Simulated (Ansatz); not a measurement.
`C[O][In]([NH2])[SH]`. The species carries charge 0 and has multiplicity 1. In: def2 effective core potential. The geometry is a stationary point of PBE0-D4/def2-TZVP. It is one conformer, not always the lowest.

```xyz
11

C    -1.632    0.852    0.820
O    -0.955    0.583   -0.375
In    0.755   -0.423   -0.412
N     1.471   -0.848   -2.239
S     1.623   -1.173    1.669
H    -2.539    1.421    0.588
H    -1.039    1.458    1.522
H    -1.945   -0.059    1.349
H     1.177   -0.213   -2.968
H     2.468   -0.993   -2.308
H     0.615   -0.605    2.353
```

**Question.** What is the dipole moment at PBE/def2-TZVPP? (Estimate.)

**Answer.** The calculation gave: 1.00 D, with components (0.64, 0.71, -0.30) D in this frame, pointing from negative to positive charge.

**Question.** And with r2SCAN, B3LYP, ωB97M-V? (Best estimate.)

**Answer.** Computed: r2SCAN 1.02 D, B3LYP 1.04 D, ωB97M-V 1.09 D.

**Question.** Give the Mulliken charges with PBE, r2SCAN, B3LYP in def2-TZVPP. (Estimate.)

**Answer.** The calculation gave: 
```
atom    PBE  r2SCAN  B3LYP
  C1  -0.14    0.02  -0.12
  O2  -0.44   -0.52  -0.51
 In3   0.71    0.82   0.82
  N4  -0.44   -0.50  -0.46
  S5  -0.37   -0.38  -0.37
  H6   0.09    0.05   0.10
  H7   0.08    0.04   0.08
  H8   0.08    0.04   0.08
  H9   0.15    0.16   0.14
 H10   0.14    0.15   0.13
 H11   0.13    0.12   0.12
```

B3LYP here is the variant with VWN-RPA as its local correlation; programs differ in this.
